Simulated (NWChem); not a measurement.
GeI cation, singlet

```xyz
2

Ge     0.0000     0.0000    -1.5001
I      0.0000     0.0000     0.9057
```
Atoms are numbered in this order, from 1.

Program: NWChem. Low-valent species are run as closed-shell singlets; no triplet was tried in these runs. All runs use the structure optimised with PBE0/def2-SVP. def2 effective core potentials on I; no spin-orbit coupling. Level M06-2X/def2-SVP: energy and gradient on several grids; changes count from the extra-fine grid, which is no exact limit either.

Task: Which is the coarsest grid (xcoarse; medium; fine; xfine; coarse) from which on the energy stays within 500 μHa and each gradient component within 500 μHa/bohr of xfine?

Result: xcoarse.
| grid | size of the energy change (μHa) | largest change of a gradient component (μHa/bohr) |
|---|---|---|
| xcoarse | 40 | < 30 |
| coarse | < 10 | 90 |
| medium | < 10 | < 30 |
| fine | < 10 | < 30 |
| xfine | < 10 | < 30 |
